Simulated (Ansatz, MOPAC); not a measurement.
Species: WH₅, charge 1, multiplicity 1. SMILES of the parent species: [WH5]

Atoms: W1, H2, H3, H4, H5, H6. Bonds: W1-H2, W1-H3, W1-H4, W1-H5, W1-H6.

Bond lengths (Å) and angles (degrees) optimised at PM6 with MOPAC; PM7 with MOPAC; HF/6-31G* with LANL2DZ past Ar with Ansatz (a program for electronic structure); B3LYP/LANL2DZ with Ansatz; B3LYP/6-31G* with LANL2DZ past Ar with Ansatz; MP2/6-31G* with LANL2DZ past Ar with Ansatz, each started from the B3LYP-D3(BJ)/def2-TZVP structure (Ansatz) of the last column. A row stands for all coordinates that are equal there; 6 of 8 kinds are shown. 6-31G* holds six Cartesian d functions. At PM6 the structure is a saddle point. At HF/6-31G* with LANL2DZ past Ar the structure is a saddle point. At B3LYP/6-31G* with LANL2DZ past Ar the structure is a saddle point. No wavenumbers were computed at PM7, B3LYP/LANL2DZ, MP2/6-31G* with LANL2DZ past Ar, so these may be saddle points.

```csv
coordinate,PM6,PM7,HF/6-31G* with LANL2DZ past Ar,B3LYP/LANL2DZ,B3LYP/6-31G* with LANL2DZ past Ar,MP2/6-31G* with LANL2DZ past Ar,B3LYP-D3(BJ)/def2-TZVP
W1-H2,1.754,1.655,1.672,1.683,1.683,1.705,1.696
W1-H3,1.730,1.678 to 2.069,1.649,1.662,1.659,1.677,1.674
W1-H4,1.734,2.103,1.627,1.640,1.638,1.660,1.652
H2-W1-H3,108.7,103.9 to 112.3,105.2,105.2,105.1,104.6,105.5
H2-W1-H4,120.3,117.9,119.8,120.1,120.0,119.5,120.2
H2-W1-H5,119.5,121.4,120.4,119.9,119.9,121.0,119.7
```

A range marks coordinates that this level makes unequal.

Mean signed difference of all 5 bond lengths from B3LYP-D3(BJ)/def2-TZVP: PM6 0.062 Å, PM7 0.154 Å, HF/6-31G* with LANL2DZ past Ar -0.025 Å, B3LYP/LANL2DZ -0.012 Å, B3LYP/6-31G* with LANL2DZ past Ar -0.014 Å, MP2/6-31G* with LANL2DZ past Ar 0.007 Å.
